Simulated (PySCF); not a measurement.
C₂HF₄, SMILES FC([CH]F)(F)F, doublet, B3LYP/def2-SVP optimised geometry.

```
7

F      1.65    -0.62     0.00
C      0.33    -0.62     0.00
C     -0.33     0.72     0.00
F     -0.14     1.39    -1.16
F      0.14     1.50     0.99
F     -1.65     0.56     0.16
H     -0.17    -1.50    -0.42
```

Density from unrestricted B3LYP/def2-TZVP (PySCF) at that geometry.

Minimum of the electron density along straight lines between bonded atoms, close to the bond critical point (lines longer than 1.1 times the sum of covalent radii, or with two minima, are not listed):

```
bond   length / Å  ρ at the minimum / e bohr⁻³  ∇²ρ there / e bohr⁻⁵  position (fraction from the first atom)
-----  ----------  ---------------------------  --------------------  ---------------------------------------
F1–C2       1.324                        0.275                  0.14                                     0.67
C2–C3       1.491                        0.286                     ?                                     0.48
C3–F4       1.349                        0.282                 -0.57                                     0.35
C3–F5       1.339                        0.289                 -0.55                                     0.35
C3–F6       1.341                        0.287                 -0.53                                     0.34
C2–H7       1.093                        0.285                     ?                                     0.66
```

Question: Some entries are withheld; supply them.

Answer: 
- C2–C3, ∇²ρ there / e bohr⁻⁵: -0.83
- C2–H7, ∇²ρ there / e bohr⁻⁵: -1.02
